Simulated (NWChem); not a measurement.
# AlHBrF; SMILES [F][AlH][Br]

```xyz
4

Al    -0.5292    -1.1076     0.0007
H     -2.0412    -1.5163     0.0044
F      0.6346    -2.2903    -0.0003
Br     0.1531     1.0238    -0.0004
```
Atoms are numbered in this order, from 1.

Structure relaxed at the PBE0/def2-SVP level.

Spin-orbit effects, on the heavy nuclei and on their neighbours, are missing.

Problem. Give the principal values of the shielding tensors (ppm) of Al1, F3, Br4 from PBE/pcSseg-1, GIAO (NWChem), with their diamagnetic and paramagnetic parts as GIAO splits them.

Solution. 
```
atom     σ11     σ22     σ33  isotropic  diamagnetic  paramagnetic
----  ------  ------  ------  ---------  -----------  ------------
Al1    352.7   362.9   469.2      394.9        794.7        -399.8
F3     142.5   288.5   368.0      266.3        469.7        -203.4
Br4   2174.1  2450.7  2968.2     2531.0       3124.3        -593.3
```
